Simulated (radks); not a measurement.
Neutral lanthanum inside a hard spherical wall (all orbitals vanish at R), configuration held at [Xe] 5d1 6s2 and not refilled when levels cross. All-electron calculation, scalar-relativistic Kohn-Sham, LDA (Slater exchange, Perdew-Wang correlation), spin-polarised, spherical densities, finite nucleus; open shells are filled with parallel spins first (spin-orbit coupling, left out, can overturn this in heavy ions); Fermi nuclear charge, rms radius 4.855 fm. Program: a radial shooting solver on a logarithmic mesh with Libxc functionals. Eigenvalues in eV for spin up, with the zero of energy where the potential of the charges vanishes at infinity; a dash marks a level that is unbound or too diffuse for the functional's potential to be trusted. A positive occupied level is held by the wall or, in an anion where self-interaction has pushed it up, behind a barrier. The pressure on the wall is -dE/dV.

| R (bohr) | E (hartree) | kinetic (hartree) | e(5s) | e(5p) | e(6s) | e(5d) | e(6p, empty) | e(7s, empty) | pressure (GPa) |
|---|---|---|---|---|---|---|---|---|---|
| free | -8486.5041 | 8973.731 | -39.176 | -22.628 | -3.940 | -3.392 | -1.476 | -0.097 | 0 |
| 20 | -8486.5041 | 8973.731 | -39.176 | -22.628 | -3.940 | -3.392 | -1.475 | 0.022 | < 0.0001 |
| 15 | -8486.5041 | 8973.731 | -39.173 | -22.625 | -3.937 | -3.389 | -1.464 | 0.371 | 0.000259 |
| 12 | -8486.5036 | 8973.736 | -39.134 | -22.587 | -3.907 | -3.356 | -1.381 | 1.189 | 0.00832 |
| 7 | -8486.4418 | 8974.081 | -37.594 | -21.102 | -2.348 | -2.019 | 1.234 | 11.175 | 2.79 |
| 6 | -8486.3434 | 8974.507 | -36.302 | -19.880 | -0.529 | -0.785 | 3.957 | 19.251 | 10.1 |
| 3.5 | -8483.9425 | 8983.606 | -24.645 | -8.346 | 29.661 | 14.304 | 42.421 | 107.36 | 670 |
| 2.5 | -8474.4480 | 9015.244 | 0.178 | 20.090 | 113.08 | 52.783 | 135.99 | 288.85 | 7920 |
| 1.5 | -8387.8375 | 9263.867 | 184.88 | 228.15 | 603.88 | 294.04 | 647.40 | 1180.1 | 267000 |
